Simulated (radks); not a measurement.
Q: Coulomb parameter of the 4f shell of the europium ion Eu2+ in the model configuration [Xe] 4f6 6p1, as a second difference U = [E(n + 0.5) + E(n - 0.5) - 2 E(n)] / (0.5)^2 with all orbitals relaxed. "Bare": the charge of the atom changes with n. "Screened": the 6p shell takes up the change at fixed total charge, which measures U(4f,4f) + U(6p,6p) - 2 U(4f,6p). All-electron calculation, Dirac Kohn-Sham, BLYP, spin-unpolarised, spherical densities, point nucleus; open shells are shared between the two j in proportion to 2j + 1. Program: a radial shooting solver on a logarithmic mesh with Libxc functionals. Estimate both.

A: U(bare) = 17.215 eV, U(screened by 6p) = 8.511 eV.
